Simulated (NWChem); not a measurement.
C$_{2}$H$_{6}$Mg; SMILES [CH3][Mg][CH3]

Results from NWChem. Pople sets run with spherical d functions. Level Hartree-Fock/6-31G*: optimisations from one semi-empirical or force-field start; each run changes one setting, and all end within 0.3 mHa of each other.

```csv
setting,optimisation steps
"redundant internal coordinates, default thresholds",11
symmetry off,11
loose thresholds,8
no line search,24
```
